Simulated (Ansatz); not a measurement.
**Worked example: vertical energy of the triplet above the singlet of RbF (SMILES [F][Rb])**

RbF: 2 atoms, total charge 0, spin state singlet. As SMILES, `[F][Rb]`. The shape comes from GFN2-xTB, which is rough for such elements, and wasn't checked as a minimum.

```csv
atom,x (Å),y (Å),z (Å)
F,0.0000,0.0000,0.0000
Rb,0.0000,0.0000,2.1976
```

Both states at this one shape; open shells run unrestricted unless said. 1 Eh = 27.2114 eV.

```
           level  program  singlet RbF (Eh)  triplet RbF (Eh)
       HF/STO-3G   Ansatz      -3005.599517      -3005.540307
CAM-B3LYP/STO-3G   Ansatz      -3007.454801      -3007.336567
    wB97X/STO-3G   Ansatz      -3007.450849      -3007.325665
```

Question: Work out the vertical gap, second state less first, at each level.

Answer: 
1. HF/STO-3G: -3005.540307 − (-3005.599517) = 0.059210 Eh = 1.61 eV.
2. CAM-B3LYP/STO-3G: -3007.336567 − (-3007.454801) = 0.118234 Eh = 3.22 eV.
3. wB97X/STO-3G: -3007.325665 − (-3007.450849) = 0.125184 Eh = 3.41 eV.

No measured value is set beside it here; the levels span 1.61 to 3.41 eV. Hartree–Fock favours the state with fewer electron pairs, since it lacks pair correlation. Minimal sets are far from the basis-set limit. All-electron rows are non-relativistic unless named.
